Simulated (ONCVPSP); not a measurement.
How hard is this Be ONCV potential?

ONCVPSP 4.0.1 input, shortened (lines: element, Z, core and valence counts, functional; n l f; lmax; l rc ep ncon nbas qcut; lloc lpopt rc5 dvloc0; l nproj debl; icmod fcfact rcfact), PBEsol, non-relativistic:

```
  Be 4.00    0    1  -116133      upf
    1    0    2.00
    1
    0    0.45    0.00    4    7   24.50
    1    0.45    0.02    3    7   14.80
    4    5    0.30    0.00
    0    2    2.50
    1    2    0.60
    0    0.00    0.00
```

In the s channel the program set the typed energies aside and used -4.828, 0.250 Ha.

**Question.** For each optimised wave give the share of its norm inside rc, the residual kinetic energy above qcut (Ha) and the cutoffs (Ha) for errors of 10, 1, 0.1 and 0.01 mHa per electron.

**Answer.**

```json
{"wave": "1s", "norm inside rc": "0.633", "residual KE": "1.2e-05", "10 mHa": "166.9", "1 mHa": "220.6", "0.1 mHa": "263.3", "0.01 mHa": "307.0"}
{"wave": "s projector 2", "norm inside rc": "0.015", "residual KE": "8.1e-07", "10 mHa": "77.2", "1 mHa": "146.4", "0.1 mHa": "208.2", "0.01 mHa": "258.1"}
{"wave": "p projector 1", "norm inside rc": "0.005", "residual KE": "1.5e-05", "10 mHa": "12.8", "1 mHa": "36.2", "0.1 mHa": "74.6", "0.01 mHa": "118.9"}
{"wave": "p projector 2", "norm inside rc": "0.008", "residual KE": "2.2e-05", "10 mHa": "16.7", "1 mHa": "43.6", "0.1 mHa": "83.0", "0.01 mHa": "127.4"}
```

The occupied waves need 221 Ha and 263 Ha for 1 and 0.1 mHa. Rows with under 1 % of the norm inside rc give no meaningful cutoff. Note: ghosts flagged at negative energy: s at -129.5 eV; GHOST(+) flags only above 600 eV. A true bound ghost makes a file unfit for plane-wave use.
